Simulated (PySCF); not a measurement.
**How methods differ on the excitation energy of V**

V [Ar] 3d3 4s2 (4F) → V [Ar] 3d4 4s1 (6D), as a difference of total energies. Computed with PySCF 2.14 in x2c-QZVPPall, with scalar relativity by spin-free X2C-1e. Correlated levels: valence: [Ar] frozen; valence and next inner shell: [Ne] frozen. The calculations carry no spin-orbit coupling.

```json
{"method": "UHF", "excitation energy (eV)": "0.403"}
{"method": "LDA", "excitation energy (eV)": "-0.797"}
{"method": "PBE", "excitation energy (eV)": "-0.681"}
{"method": "PBE0", "excitation energy (eV)": "-0.407"}
{"method": "r2SCAN", "excitation energy (eV)": "-0.593"}
{"method": "TPSS", "excitation energy (eV)": "-0.533"}
{"method": "wB97X-V", "excitation energy (eV)": "0.041"}
{"method": "HSE06", "excitation energy (eV)": "-0.410"}
{"method": "CAM-B3LYP", "excitation energy (eV)": "0.051"}
{"method": "MP2 (valence)", "excitation energy (eV)": "0.373"}
{"method": "SCS-MP2 (valence)", "excitation energy (eV)": "1.184"}
{"method": "MP2 (valence and next inner shell)", "excitation energy (eV)": "-0.104"}
{"method": "SCS-MP2 (valence and next inner shell)", "excitation energy (eV)": "0.668"}
```

Errors of the correlated levels include the incompleteness of this basis and the frozen core.

**Question.** Which method comes closest to the reference value, and which is furthest?

**Answer.** The reference is 0.245 eV (measured; NIST levels, between the centres of gravity of the two terms). Closest: MP2 (valence) (error 0.128 eV); furthest: LDA (error -1.042 eV).
